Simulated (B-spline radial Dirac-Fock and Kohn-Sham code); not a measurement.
Compton profile of Tl⁵⁴⁺

System: the Tl⁵⁴⁺ ion, [Ar] 3d9.

The computed values come from an atomic code on a B-spline grid: the impulse approximation on relativistic Hartree-Fock (Dirac-Fock) wave functions, averaged over the configuration. pz is in atomic units of momentum; subshell profiles are per electron, for a selection of subshells; open shells are spread over both j values by their weights.

```
 pz    J total   J 2p1/2   J 3s1/2   J 3d3/2   J 3d5/2
  0     0.8167    0.0155    0.0671    0.0275    0.0281
  1     0.8134    0.0155    0.0657    0.0275    0.0281
1.5     0.8094    0.0155    0.0639    0.0275    0.0281
2.2     0.8010    0.0155    0.0603    0.0275    0.0281
3.2     0.7835    0.0155    0.0536    0.0275    0.0281
4.7     0.7456    0.0155    0.0414    0.0274    0.0281
6.9     0.6683    0.0154    0.0243    0.0269    0.0275
 10     0.5345    0.0151   0.00984    0.0246    0.0250
 15     0.3357    0.0139   0.00554    0.0169    0.0168
 22     0.1716    0.0110   0.00420   0.00689   0.00652
 32    0.07465   0.00645  0.000960   0.00146   0.00130
 47    0.02742   0.00237  0.000182  0.000158  0.000128
 69   0.009340  0.000549  0.000149  1.08e-05  7.52e-06
100   0.003021  9.84e-05  6.21e-05    < 1e-6    < 1e-6
150  0.0007561  1.33e-05  1.50e-05    < 1e-6    < 1e-6
```

J(0) = 0.8167. The 3p3/2 subshell gives the largest part, 21 %.

Mean momentum ⟨p⟩ by subshell (a.u.): 1s1/2 88.8, 2s1/2 31.8, 2p1/2 41.7, 2p3/2 35.8, 3s1/2 16.5, 3p1/2 19.6, 3p3/2 18.0, 3d3/2 21.5, 3d5/2 20.9.
